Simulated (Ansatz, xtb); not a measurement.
**Two isomers of C2H9NOSi2**

Structure X is `C[SiH2]N[SiH2]C=O`, a singlet and structure Y is `C[Si@@H](C=O)N[SiH3]`, a singlet. Both are isolated molecules in the gas phase, relaxed with B3LYP/def2-SVP; each stands in its lowest conformer found.

X (Å):

```yaml
atoms:
  - { symbol: C, position_ang: [1.1240, 0.5612, 3.5896] }
  - { symbol: C, position_ang: [-0.7174, -1.7955, 0.5017] }
  - { symbol: N, position_ang: [1.8342, -0.2080, 0.7312] }
  - { symbol: O, position_ang: [-1.0117, -1.4896, 1.6370] }
  - { symbol: Si, position_ang: [1.3313, 1.0979, 1.8014] }
  - { symbol: Si, position_ang: [0.8790, -1.1320, -0.3774] }
  - { symbol: H, position_ang: [0.8087, 1.4105, 4.2187] }
  - { symbol: H, position_ang: [0.3576, -0.2269, 3.6472] }
  - { symbol: H, position_ang: [2.0672, 0.1667, 4.0024] }
  - { symbol: H, position_ang: [0.0444, 1.6093, 1.2476] }
  - { symbol: H, position_ang: [2.3552, 2.1869, 1.7282] }
  - { symbol: H, position_ang: [2.7963, -0.5229, 0.8362] }
  - { symbol: H, position_ang: [0.3864, -0.3720, -1.5689] }
  - { symbol: H, position_ang: [1.6673, -2.3042, -0.8616] }
  - { symbol: H, position_ang: [-1.4011, -2.4839, -0.0787] }
```

Y (Å):

```xyz
15

C    -1.3127    1.8101    0.6193
C     0.2266   -0.2997   -1.0946
N    -0.7002   -1.0097    1.5590
O     1.1568   -1.0450   -0.8630
Si   -1.1694   -0.0234    0.2103
Si    0.5915   -2.1813    1.8240
H    -0.3698    2.2042    1.0304
H    -1.5744    2.3922   -0.2802
H    -2.1068    1.9838    1.3647
H    -2.4561   -0.4528   -0.4280
H     0.1887    0.2358   -2.0871
H    -1.3140   -0.9402    2.3688
H     0.2914   -2.7406    3.1798
H     0.5806   -3.3098    0.8535
H     1.9516   -1.5782    1.8799
```

Problem. Estimate E(Y) − E(X) at the level CCSD(T)/def2-SVP + ΔMP2/def2-TZVPP.

Solution. Too close to call at this level: CCSD(T)/def2-SVP + ΔMP2/def2-TZVPP gives E(Y) − E(X) = +0.27 kcal/mol.

How the difference moves with the method:

| level | geometry | E(Y) − E(X) (kcal/mol) | departure from the last row (kcal/mol) | job, with rough time for the two |
| --- | --- | --- | --- | --- |
| B3LYP/def2-SVP | B3LYP/def2-SVP | +0.46 | +0.19 | optimisation, 2.4 min |
| HF/def2-SVP | B3LYP/def2-SVP | +0.66 | +0.39 | part of the CCSD(T) run |
| MP2/def2-SVP | B3LYP/def2-SVP | +0.05 | −0.22 | part of the CCSD(T) run |
| CCSD(T)/def2-SVP | B3LYP/def2-SVP | +0.16 | −0.11 | single point |
| CCSD(T)/def2-SVP + ΔMP2/def2-TZVPP | B3LYP/def2-SVP | +0.27 |  | single point, 42 s |

As drawn, both hold the same kinds of bond in the same numbers.

The largest departure from CCSD(T)/def2-SVP + ΔMP2/def2-TZVPP is that of HF/def2-SVP, 0.39 kcal/mol. Levels run at GFN2-xTB geometries aren't shown. The last row adds to CCSD(T) the change of the MP2 difference between the two basis sets, here +0.11 kcal/mol.

With thermal terms from frequencies at re-optimised GFN2-xTB minima (ideal gas, soft modes damped towards free rotors, one conformer each, 298.15 K, 1 atm): the zero-point term adds +0.23 kcal/mol; ΔH is +0.41 and ΔG +0.71 kcal/mol.

The correlated steps freeze 14 core orbitals. Mirror images aren't counted in ΔG. Run with Ansatz 0.2.0, xtb 6.7.1; the last row on 2 threads of Intel(R) Xeon(R) 6975P-C (Granite Rapids) on a shared host.
